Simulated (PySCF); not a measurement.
Gas-phase XPS of `[BH2-]1[PH2+][BH2-][PH2+]1`, computed

Species: B₂H₈P₂.
SMILES with atom numbers: `[BH2-:1]1[PH2+:2][BH2-:3][PH2+:4]1`

Method used: delta-SCF UKS SCAN, pcX-2 on the ionised atom, pcseg-1 elsewhere, spin-free X2C in PySCF. These are vertical core ionisation energies against the vacuum level, from separate self-consistent calculations with and without the core hole.

Give the core binding energies atom by atom.

| atom(s) | bonded to | level | binding energy (eV) | 2p1/2 (eV) | count |
| --- | --- | --- | --- | --- | --- |
| B1/B3 | 2 H and 2 P | B 1s | 194.32 | – | 2 |
| P2/P4 | 2 H and 2 B | P 2p3/2 | 136.97 | 137.86 | 2 |
| P2/P4 | 2 H and 2 B | P 1s | 2150.53 | – | 2 |

Which photon energy gives electrons from P 2p3/2 of P2/P4 a kinetic energy of 20 eV, and what is their de Broglie wavelength?

hν = 136.97 + 20 = 156.97 eV, recoil neglected; λ = 12.264 Å/√(E/eV) = 2.74 Å.

Give the binding energy of P 2p3/2 of P2/P4 in hartree and in kJ/mol.

136.97 eV = 5.0336 Eh = 13216 kJ/mol.

The first atom of each set that the bonding makes equivalent was ionised and stands for the set. For 2p shells one spin-free hole was relaxed; a mean-field spin–orbit operator and the ground-state splitting of the three 2p orbitals were then diagonalised within the shell. The shell's mean is (2 × 2p3/2 + 2p1/2)/3, and the degeneracies 2j + 1 give areas of 2:1. 2p1/2 minus 2p3/2 (ligand field included): P 0.89 eV. Isolated species at its PBE0-D3(BJ)/def2-SVP geometry, gas phase.
